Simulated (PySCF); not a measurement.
This PySCF input asks for the NMR shieldings of `C(C[C@H]1C=C[C@@H](F)[SiH2]1)Cl`, C6H10ClFSi; the geometry comes from GFN2-xTB.

```python
import basis_set_exchange as bse
import numpy as np
from pyscf import gto, dft
from pyscf.prop import nmr

atoms = """
F     3.039220    1.387525    0.976636
C     2.158947    0.313481    1.095489
C     2.241800   -0.566964   -0.111112
C     1.107422   -0.966203   -0.661305
C    -0.197609   -0.530498   -0.057226
C    -1.213119   -0.144548   -1.132232
C    -2.604189    0.064872   -0.564544
Cl   -2.605353    1.372949    0.648136
Si    0.311017    0.866819    1.157804
H     2.502375   -0.225865    1.986712
H     3.216632   -0.834893   -0.488924
H     1.081551   -1.614842   -1.525709
H    -0.613757   -1.382462    0.494757
H    -1.284835   -0.942471   -1.878738
H    -0.883087    0.761800   -1.643212
H    -3.313968    0.353898   -1.339078
H    -2.961941   -0.829901   -0.054863
H    -0.243649    0.717815    2.500852
H     0.252740    2.208740    0.589095
"""
names = dict.fromkeys(["F", "C", "Cl", "Si", "H"], "pcSseg-1")
basis = {el: gto.basis.parse(bse.get_basis(n, elements=[el], fmt="nwchem")) for el, n in names.items()}
mol = gto.M(atom=atoms, basis=basis, charge=0, verbose=0)
mf = dft.RKS(mol, xc="PBE0")
mf.grids.level = 2
mf.grids.alignment = dft.numint.BLKSIZE   # the property module wants whole blocks of grid points
mf.conv_tol = 1e-9
mf.kernel()

calc = nmr.RKS(mf)   # GIAO
C = mf.mo_coeff
Co = C[:, mf.mo_occ > 0]
resp = mf.gen_response(singlet=True, hermi=2)
def vind(x):   # induced exchange potential for any number of trial vectors
    d = np.einsum("pi,xij,qj->xpq", C, 2 * x.reshape(-1, C.shape[1], Co.shape[1]), Co, optimize=True)
    return np.einsum("xpq,pi,qj->xij", resp(d - d.transpose(0, 2, 1)), C, Co, optimize=True).ravel()
mo1, _ = nmr.rhf.solve_mo1(calc, with_cphf=vind)
sigma = calc.kernel(mo1)
for i, s in enumerate(sigma):   # ppm
    w = np.linalg.eigvalsh((s + s.T) / 2)
    print("%2d %-2s iso %8.1f  s11 %8.1f  s22 %8.1f  s33 %8.1f" % (i, mol.atom_pure_symbol(i), w.mean(), *w))
```

Q: What does it print?

A: 
```
 0 F  iso    409.1  s11    367.2  s22    419.4  s33    440.7
 1 C  iso     91.9  s11     50.6  s22     80.9  s33    144.3
 2 C  iso     43.2  s11    -63.9  s22     57.0  s33    136.6
 3 C  iso     44.0  s11    -61.4  s22     57.7  s33    135.6
 4 C  iso    153.4  s11    138.4  s22    146.3  s33    175.4
 5 C  iso    147.2  s11    133.1  s22    150.6  s33    157.9
 6 C  iso    132.3  s11     99.2  s22    137.6  s33    160.1
 7 Cl iso    857.2  s11    746.8  s22    823.8  s33   1001.0
 8 Si iso    374.3  s11    327.8  s22    378.2  s33    416.8
 9 H  iso     26.1  s11     22.8  s22     27.4  s33     28.0
10 H  iso     25.2  s11     22.9  s22     25.4  s33     27.3
11 H  iso     25.7  s11     22.9  s22     26.0  s33     28.3
12 H  iso     30.1  s11     26.0  s22     29.2  s33     35.1
13 H  iso     29.6  s11     24.4  s22     28.5  s33     35.9
14 H  iso     29.9  s11     26.8  s22     28.8  s33     34.2
15 H  iso     27.7  s11     21.1  s22     27.1  s33     35.0
16 H  iso     28.1  s11     22.6  s22     27.0  s33     34.6
17 H  iso     26.9  s11     22.3  s22     26.7  s33     31.7
18 H  iso     27.2  s11     22.4  s22     28.5  s33     30.6
```

These numbers come from an equivalent density-fitted implementation of the same equations, which agrees with the script to about 0.01 ppm for H and up to a few tenths of a ppm for heavy atoms, so last digits may differ.

Q: Turn these shieldings into chemical shifts. Chemical shifts δ = σref − σ; CFCl3 for $^{19}$F (170.95 ppm); $^{13}$C (186.93 ppm), $^{29}$Si (349.16 ppm), $^{1}$H (31.72 ppm) against TMS; $^{35}$Cl (949.78 ppm) against HCl, all at this level.

A: Averaging equivalent atoms: F 0: -238.2; C 2: 143.7; C 3: 142.9; C 1: 95.0; C 6: 54.6; C 5: 39.7; C 4: 33.5; Cl 7: 93; Si 8: -25.1; H 10: 6.52; H 11: 5.98; H 9: 5.64; H 17: 4.83; H 18: 4.54; H 15: 3.98; H 16: 3.62; H 13: 2.13; H 14: 1.78; H 12: 1.63 ppm. Unscaled 19F shifts against computed CFCl3 carry errors that often reach 10 to 50 ppm.

Size and cost of the density-fitted run: 217 basis functions, 46 s wall time on 1 thread of an Arm Neoverse V2, shared host; peak memory 0.95 GiB.
